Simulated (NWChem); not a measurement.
**Basis-set dependence for F$_{2}$Si**

```xyz
3

Si     0.0000     0.0000    -0.5881
F     -1.2465     0.0000     0.4574
F      1.2465     0.0000     0.4574
```
Charge 0, spin multiplicity 1.

Everything below was run with NWChem. All single points use one geometry, from PBE0/def2-SVP, a minimum by its harmonic frequencies.

Hartree-Fock energies in Ha, correlation energies in mHa.

The correlated methods keep 7 core orbitals frozen. The structure started from a generated list of species. Coupled-cluster values serve here as a point of comparison, not as the truth.

```csv
basis,functions,RHF,MP2,SCS-MP2,CCSD,CCSD+T(CCSD),CCSD(T),CR-CCSD[T],CR-CCSD(T),RI-MP2
STO-3G,19,-481.68317,-71.0,-72.2,-83.0,-94.3,-92.3,-93.8,-91.9,not run
cc-pVDZ,46,-487.89542,-454.1,-439.8,-466.6,-477.0,-475.5,-474.9,-473.8,-454.2
cc-pVTZ,94,-487.99631,-602.4,-588.3,-609.4,-630.1,-628.7,-625.8,-624.7,-602.4
cc-pVQZ,169,-488.02171,-657.9,-647.6,not run,not run,not run,not run,not run,-657.9
```

From cc-pVTZ to cc-pVQZ the Hartree-Fock energy moves by -25.4 mHa and the MP2 correlation energy by -55.5 mHa, which is 8 % of its value in the larger set.
